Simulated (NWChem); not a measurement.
## Correlation energy of formamidinium (CH$_{5}$N$_{2}$ (+1))

SMILES: [NH2+]=CN
```xyz
8

N     -1.1642     0.0000    -0.1738
C      0.0000     0.0000     0.4216
N      1.1642     0.0000    -0.1738
H     -1.2725     0.0000    -1.1855
H     -2.0167     0.0000     0.3788
H      0.0000     0.0000     1.5175
H      1.2725     0.0000    -1.1855
H      2.0167     0.0000     0.3788
```
Charge +1, spin multiplicity 1.

Everything below was run with NWChem. The geometry was optimised at PBE0/def2-SVP, a minimum by its harmonic frequencies. It is one conformer; others weren't searched.

Basis set: 6-311G**. Each correlation energy counts from its own Hartree-Fock reference.

The correlated methods keep 3 core orbitals frozen. The Pople sets run with spherical d functions. Coupled-cluster values serve here as a point of comparison, not as the truth.

### Question
Order these methods by the correlation energy they give, lowest first: MP2, SCS-MP2, CR-CCSD[T], CCSD, CCSD+T(CCSD), CCSD(T).

### Answer
CCSD+T(CCSD) (-532.8 mHa), CCSD(T) (-532.0 mHa), CR-CCSD[T] (-528.7 mHa), CCSD (-514.0 mHa), MP2 (-487.8 mHa), SCS-MP2 (-481.4 mHa)
